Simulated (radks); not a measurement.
Q: Mg III, 10 electrons, occupied as 2s2 2p6 3s2 (not the ground configuration). All-electron calculation, non-relativistic Kohn-Sham, revTPSS, spin-unpolarised, spherical densities, point nucleus; meta-GGA in the generalised Kohn-Sham scheme. Program: a radial shooting solver on a logarithmic mesh with Libxc functionals. Some entries of the table are withheld. Estimate them.

orbital,occ.,eigenvalue (eV),<r^2> (bohr^2),r(max) (bohr)
2s,2,-146.6649,0.4417,0.4919
2p,6,-119.2233,(1),0.3938
3s,2,(2),4.803,(3)
3p,0,-20.8479,5.756,1.917
3d,0,-10.7870,10.50,2.453

A: 
(1) 2p <r^2> (bohr^2): 0.3665
(2) 3s eigenvalue (eV): -27.4116
(3) 3s r(max) (bohr): 1.789
